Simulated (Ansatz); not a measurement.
```yaml
crystal:
  periodic: [false, false, false]
  atoms:
    - {symbol: C, position_ang: [0.395605, -1.654016, 0.960688]}
    - {symbol: O, position_ang: [1.000124, -0.580545, 0.039455]}
    - {symbol: C, position_ang: [1.979231, -0.846327, -0.578396]}
    - {symbol: Al, position_ang: [-0.207427, 1.171558, 0.105508]}
    - {symbol: C, position_ang: [-1.243251, 0.448648, -1.757061]}
    - {symbol: C, position_ang: [-1.114838, 1.501419, 1.528854]}
    - {symbol: H, position_ang: [0.835141, -2.139204, 1.432777]}
    - {symbol: H, position_ang: [-0.285738, -2.105290, -0.055748]}
    - {symbol: H, position_ang: [-0.118954, -1.212195, 1.742440]}
    - {symbol: H, position_ang: [2.392326, 0.505582, -1.096564]}
    - {symbol: H, position_ang: [1.417005, -1.298481, -1.504474]}
    - {symbol: H, position_ang: [2.671317, -1.149114, -0.055727]}
    - {symbol: H, position_ang: [1.081981, 2.279885, -0.721547]}
    - {symbol: H, position_ang: [-1.087446, -0.064495, -2.621083]}
    - {symbol: H, position_ang: [-1.810155, -0.420519, -1.367773]}
    - {symbol: H, position_ang: [-1.911676, 1.394695, -1.828443]}
    - {symbol: H, position_ang: [-0.349364, 1.409032, 2.378298]}
    - {symbol: H, position_ang: [-2.131242, 0.604936, 2.233183]}
    - {symbol: H, position_ang: [-1.601978, 2.277636, 1.454877]}
basis:
  gaussian: {orbitals: "6-31G*", point_charges: [{charge: -1.00, position_ang: [5.674, 0.084, -0.317]}]}
magnetization: {spin_polarized: true, initial_magnetization: 8}
hamiltonian: {xc: {name: r2SCAN50}}
output: {forces: true}
```

```sh
$ ansatz run in.yaml --threads 8 --pin off --events-out ev --progress --plain --max-ram 18278MiB
```

Shortened log:

```
Functional definition: r2SCAN50
1279 factors; integrals over basis functions are off by at most 6.1e-4 eV
mean field evaluation 1: about -12946.2883 eV, gradient 4.7e1 eV
mean field evaluation 2: about -12868.2359 eV, gradient 9.2e1 eV
mean field evaluation 4: about -12960.8794 eV, gradient 9.0e0 eV
mean field evaluation 8: about -12961.9748 eV, gradient 5.2e0 eV
mean field evaluation 16: about -12962.9302 eV, gradient 2.8e-3 eV
mean field -12962.93022769 eV, -476.3788992779 hartree, gradient 4.2e-5 eV, S^2 20.023904; 6 other end points of the search recorded, 0 dependent functions left out
reference -12962.93023837 eV, -476.3788996703 hartree; 33, 25 occupied and 87, 95 virtual orbitals, 1279 factors
Total energy: -12962.93023837 eV, -476.3788996703 hartree
Atom 0 at     0.395605    -1.654016     0.960688 Å, force   -16.414667    10.763092   -14.777232 eV/Å
Atom 1 at     1.000124    -0.580545     0.039455 Å, force    -6.943204     4.470439     5.778305 eV/Å
Atom 2 at     1.979231    -0.846327    -0.578396 Å, force    -3.491584    -4.776284    -9.783054 eV/Å
Atom 3 at    -0.207427     1.171558     0.105508 Å, force     2.151743    -0.107960    -3.172151 eV/Å
Atom 4 at    -1.243251     0.448648    -1.757061 Å, force    -4.977403    -0.257739    -0.593244 eV/Å
Atom 5 at    -1.114838     1.501419     1.528854 Å, force     8.418111    -3.199352     3.810043 eV/Å
Atom 6 at     0.835141    -2.139204     1.432777 Å, force    14.693973   -15.137646    11.912659 eV/Å
Atom 7 at    -0.285738    -2.105290    -0.055748 Å, force     1.816556     0.689245     4.001632 eV/Å
Atom 8 at    -0.118954    -1.212195     1.742440 Å, force    -2.304679     1.718333     0.543195 eV/Å
Atom 9 at     2.392326     0.505582    -1.096564 Å, force     1.219652     3.861943    -1.995878 eV/Å
Atom 10 at     1.417005    -1.298481    -1.504474 Å, force     3.417344     0.662373    -0.284697 eV/Å
Atom 11 at     2.671317    -1.149114    -0.055727 Å, force     8.426673    -3.459482     4.196626 eV/Å
Atom 12 at     1.081981     2.279885    -0.721547 Å, force     1.259547     1.565900    -0.751920 eV/Å
Atom 13 at    -1.087446    -0.064495    -2.621083 Å, force     1.979939    -0.583071    -3.781930 eV/Å
Atom 14 at    -1.810155    -0.420519    -1.367773 Å, force     0.403445     0.902472     1.784021 eV/Å
Atom 15 at    -1.911676     1.394695    -1.828443 Å, force     2.087089    -1.435423     0.487793 eV/Å
Atom 16 at    -0.349364     1.409032     2.378298 Å, force    -2.179580    -0.623664    -0.097918 eV/Å
Atom 17 at    -2.131242     0.604936     2.233183 Å, force    -3.156103    -2.488605     2.817372 eV/Å
Atom 18 at    -1.601978     2.277636     1.454877 Å, force    -6.284160     7.552351    -0.120654 eV/Å
Dipole moment:     0.559773    -0.627412    -0.267360 e Å
```

Question: Something in this input is off. What?

Answer: The spin is set far too high for this molecule. The calculation finished and met its thresholds. The result belongs to that input, not to the molecule as meant.
